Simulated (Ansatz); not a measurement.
SiMo3, relaxed as a singlet with RKS PBE0-D4/def2-SVP in Ansatz, starting from the GFN2-xTB geometry. Force threshold 0.02 eV/Å.

In the def2 sets Mo takes a core potential; there is no spin–orbit coupling. The relaxation made no stability test and no search for a lower SCF solution. The structure comes from a short search, and lower isomers may exist.

Start:

```xyz
4

Mo   -2.239    0.889   -0.707
Mo    1.376   -0.785   -0.966
Mo   -0.508   -0.243    0.227
Si    1.370    0.138    1.445
```

| step | energy (eV) | largest force component (eV/Å) | SCF passes |
| --- | --- | --- | --- |
| 1 | -13428.8549 | 3.358 | 97 |
| 2 | -13430.2657 | 3.037 | 65 |
| 3 | -13431.1882 | 1.337 | 60 |
| 4 | -13431.8147 | 1.090 | 47 |
| 5 | -13432.4506 | 1.404 | 64 |
| 6 | -13432.9628 | 0.929 | 54 |
| 7 | -13433.1410 | 1.036 | 57 |
| 8 | -13433.6577 | 1.457 | 53 |
| 9 | -13434.1821 | 0.916 | 44 |
| 10 | -13434.2992 | 0.930 | 42 |
| 11 | -13434.3615 | 0.125 | 35 |
| 12 | -13434.3624 | 0.011 | 32 |

Force components are those of the run's own axes.

End:

```xyz
4

Mo   -0.8375    0.9772   -0.5362
Mo    0.6179   -0.6182   -1.0861
Mo   -0.8382   -0.9598    0.5660
Si    1.0578    0.6007    1.0563
```

Bonds formed: Mo1–Mo2, Mo1–Si4 (atoms count from 1).

No frequencies were taken in this run, so the end may be a saddle point.

It took 17 s on 4 threads of Intel Xeon 6975P-C on a shared host.
